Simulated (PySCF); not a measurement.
A GIAO shielding run with PySCF (density fitting, non-relativistic, gas phase) on `FC(F)(F)[Si@@H]1CC[C@@H](Cl)C1`, C5H8ClF3Si:

```
$ OMP_NUM_THREADS=1 python probes_run.py task.json out

{"job": {"kind": "nmr", "xc": "PBE0", "basis": "pcSseg-1"}, "charge": 0, "multiplicity": 1}
F      3.293845     0.762747    -0.380039
C      2.480651    -0.111220     0.244518
F      2.346164     0.339500     1.509034
F      3.169508    -1.265507     0.328977
Si     0.774286    -0.312542    -0.678809
C     -0.236048     1.298215    -0.575803
C     -1.430259     0.947088     0.326098
C     -1.731030    -0.538786     0.190795
Cl    -2.305284    -0.854176    -1.475714
C     -0.437323    -1.315208     0.391419
H      1.107741    -0.842983    -1.997628
H     -0.594456     1.578769    -1.564714
H      0.304477     2.155667    -0.178814
H     -1.177637     1.140368     1.370471
H     -2.306330     1.545148     0.074189
H     -2.534098    -0.863212     0.855460
H     -0.173447    -1.302394     1.450653
H     -0.559522    -2.355157     0.098248
```

Hardware: 1 thread of an Arm Neoverse N1, shared host. The job also computes population analyses, field gradients, ring-centre shieldings.

Problem. How large is the calculation?

Solution. 96 electrons, 224 basis functions and 1208 auxiliary functions.

Problem. How long does it take, and how much memory does it need?

Solution. 90 s of wall time, with 14 SCF cycles and 4 response iterations; peak memory 1.1 GiB. Times on a shared host scatter by some tens of per cent.
